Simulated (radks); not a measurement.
Effect of the nuclear size on neutral tungsten, [Xe] 4f14 5d4 6s2. Calculated with a radial shooting solver on a logarithmic mesh with Libxc functionals: Dirac Kohn-Sham, exchange-only LDA, spin-unpolarised, spherical densities, finite nucleus; open shells are shared between the two j in proportion to 2j + 1; Fermi nuclear charge, rms radius 5.3658 fm. The rms radius is varied about that value; shifts are against it.

| rms radius (fm) | total energy shift (eV) | density at nucleus (e/bohr^3) | 1s1/2 shift (meV) | 2s1/2 shift (meV) | 5s1/2 shift (meV) | 5p1/2 shift (meV) | 6s1/2 shift (meV) | 5d5/2 shift (meV) | 6p1/2 (empty) shift (meV) |
|---|---|---|---|---|---|---|---|---|---|
| 4.8024 | -11.7 | 1.474e+06 | -4740 | -668 | -6.10 | 0.363 | -0.407 | 0.358 | 0.121 |
| 4.856 | -10.6 | 1.468e+06 | -4310 | -607 | -5.54 | 0.330 | -0.370 | 0.325 | 0.110 |
| 5.3658 | 0 | 1.419e+06 | 0.000 | 0.000 | 0.000 | 0.000 | 0.000 | 0.000 | 0.000 |
| 5.8165 | 9.97 | 1.379e+06 | 4040 | 569 | 5.19 | -0.309 | 0.347 | -0.305 | -0.103 |
| 6.2941 | 21.1 | 1.342e+06 | 8550 | 1200 | 11.0 | -0.652 | 0.734 | -0.645 | -0.218 |

Slopes of the eigenvalues against <r^2> in GHz/fm^2, as finite differences over the two radii next to the reference (eigenvalue slopes, not the field-shift constants of lines): 1s1/2 197000, 2s1/2 27700, 5s1/2 253, 5p1/2 -15.1, 6s1/2 16.9, 5d5/2 -14.9, 6p1/2 (empty) -5.03.
